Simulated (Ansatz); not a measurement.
Calculated with Ansatz (gas phase, PBE0-D4/def2-TZVP geometries, no zero-point term in ΔE). CBS: MP2 limit from def2 TZ/QZ plus the TZ coupled-cluster correction, frozen cores. DFT in def2-TZVPP. One conformer a species, not always the lowest.

Reaction (ligand exchange at the Si–C bond): `[SiH3]C1(Cl)C[SiH2]1` + `NC(O)(F)F` → `OC(F)(F)N[SiH3]` + `ClC1C[SiH2]1`

`[SiH3]C1(Cl)C[SiH2]1`:

```xyz
12

Si   -0.989   -1.315    0.571
C     0.338   -0.014    0.450
Cl    1.414   -0.046    1.864
C     1.046    0.195   -0.905
Si    0.006    1.624   -0.373
H    -1.803   -1.102    1.792
H    -0.390   -2.676    0.597
H    -1.854   -1.189   -0.635
H     0.746   -0.465   -1.714
H     2.123    0.317   -0.840
H    -1.318    1.858   -0.986
H     0.681    2.813    0.179
```

`NC(O)(F)F`:

```xyz
8

N     0.411    0.869   -0.692
C     0.201   -0.266    0.104
O    -1.072   -0.366    0.589
F     0.492   -1.377   -0.617
F     1.073   -0.250    1.143
H     0.235    1.708   -0.156
H    -0.201    0.847   -1.497
H    -1.137   -1.165    1.125
```

`OC(F)(F)N[SiH3]`:

```xyz
11

O    -1.163    0.205   -1.850
C    -0.320    0.569   -0.854
F    -0.934    1.387    0.049
F     0.663    1.370   -1.395
N     0.181   -0.537   -0.188
Si    0.532   -0.620    1.512
H    -1.295    0.965   -2.427
H     0.395   -1.307   -0.799
H     1.211   -1.929    1.676
H    -0.699   -0.585    2.338
H     1.429    0.482    1.938
```

`ClC1C[SiH2]1`:

Z-matrix (Å, degrees):
```
C
C 1 1.532
Si 1 1.855 2 65.5
Cl 1 1.761 2 117.2 3 -115.3
H 1 1.084 2 115.4 3 112.3
H 2 1.085 1 116.2 3 -115.7
H 2 1.086 1 115.0 3 109.0
H 3 1.475 1 118.2 2 -103.8
H 3 1.478 1 119.0 2 106.6
```

(1) Is it downhill or uphill in electronic energy at CCSD(T)/CBS, and by how much? (Estimate.)

(2) What do these levels give: r2SCAN-D4, ωB97X-V, PBE0, HF/def2-TZVPP, MP2/def2-QZVPP, SCS-MP2/def2-QZVPP? (Best estimate.)

Largest T1 diagnostic among the species: 0.012.

Results:

(1) Computed: Downhill: ΔE = -35.9 kJ/mol.

(2) Computed: r2SCAN-D4 -38.3, ωB97X-V -40.8, PBE0 -37.9, HF/def2-TZVPP -52.1, MP2/def2-QZVPP -35.2, SCS-MP2/def2-QZVPP -39.2 kJ/mol.

In def2-TZVPP, CCSD(T) changes the Hartree–Fock value by +15.4 kJ/mol (the triples alone add +3.1 kJ/mol) and MP2 by +16.7 kJ/mol. The D4 term adds +6.7 kJ/mol with B3LYP and +3.6 kJ/mol with PBE0; it sums over pairs of atoms, weighted by their polarisabilities, and B3LYP, whose exchange is more repulsive, gets the larger term.

B3LYP here is the variant with VWN-RPA as its local correlation; programs differ in this.
